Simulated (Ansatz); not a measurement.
Reactions of `CC(C)(Cl)Cl`.

Gas-phase electronic energies from Ansatz, PBE0-D4/def2-TZVP geometries. CBS: MP2 limit from def2 TZ/QZ plus the TZ coupled-cluster correction, frozen cores. For Ge outer-core shells are correlated without core-valence functions, which leaves a few kJ/mol of doubt a bond. Scalar relativity is left out up to krypton. One conformer a species, not always the lowest.

Order these by ΔE at CCSD(T)/CBS, lowest first. (Best estimate.)
A. `CC(C)(Cl)Cl` + `[BH2][GeH2][Cl]` → `C[BH][GeH2][Cl]` + `CC(Cl)Cl`
B. `CC(C)(Cl)Cl` + `CC(N)N` → `CNC(C)N` + `CC(Cl)Cl`
C. `CC(C)(Cl)Cl` + `BB(C)O` → `BB(C)OC` + `CC(Cl)Cl`

A (-41.4 kJ/mol), B (+47.3 kJ/mol), C (+68.0 kJ/mol).

Largest T1 diagnostic: 0.013, for `BB(C)OC`.
